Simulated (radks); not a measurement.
The numbers below are computed, except where a source is named.
All-electron atom: Au IV in [Xe] 4f14 5d8.

Level of theory: scalar-relativistic Kohn-Sham, LDA (Slater exchange, Perdew-Wang correlation), spin-polarised, spherical densities, point nucleus; open shells are filled with parallel spins first (spin-orbit coupling, left out, can overturn this in heavy ions) (a radial shooting solver on a logarithmic mesh with Libxc functionals).

Energy parts (hartree):
part                       energy
total                 -18998.9833
kinetic                21258.0724
electron-nucleus      -47188.2913
Hartree                 7281.8508
exchange-correlation    -350.6152

Orbitals (lengths in bohr, moments of r in powers of bohr):
| orbital | occ. | eigenvalue (hartree) | <r^4> |
|---|---|---|---|
| 1s up | 1 | -2967.891 | 4.251e-07 |
| 1s down | 1 | -2967.891 | 4.251e-07 |
| 2s up | 1 | -524.8128 | 0.00006231 |
| 2s down | 1 | -524.8070 | 0.00006231 |
| 2p up | 3 | -454.0103 | 0.00005056 |
| 2p down | 3 | -454.0055 | 0.00005056 |
| 3s up | 1 | -124.8877 | 0.002256 |
| 3s down | 1 | -124.8847 | 0.002256 |
| 3p up | 3 | -104.3572 | 0.002479 |
| 3p down | 3 | -104.3541 | 0.002478 |
| 3d up | 5 | -82.40534 | 0.001904 |
| 3d down | 5 | -82.40086 | 0.001904 |
| 4s up | 1 | -28.13998 | 0.05062 |
| 4s down | 1 | -28.13391 | 0.05061 |
| 4p up | 3 | -21.40658 | 0.06778 |
| 4p down | 3 | -21.40048 | 0.06774 |
| 4d up | 5 | -13.32621 | 0.09386 |
| 4d down | 5 | -13.31902 | 0.09368 |
| 4f up | 7 | -4.34906 | 0.1864 |
| 4f down | 7 | -4.33923 | 0.1844 |
| 5s up | 1 | -5.34888 | 1.324 |
| 5s down | 1 | -5.31148 | 1.316 |
| 5p up | 3 | -3.54763 | 2.428 |
| 5p down | 3 | -3.50352 | 2.419 |
| 5d up | 5 | -1.52553 | 9.372 |
| 5d down | 3 | -1.47849 | 9.668 |

The highest occupied level is 5d down at -40.232 eV. The density falls to 0.001 e/bohr^3 at r = 3.28 bohr. Spin moment in Bohr magnetons: 2. Summed over all electrons, <r^2> = 37.58 bohr^2, which gives a Langevin (diamagnetic) susceptibility term of -29.8 x 10^-6 cm^3/mol.
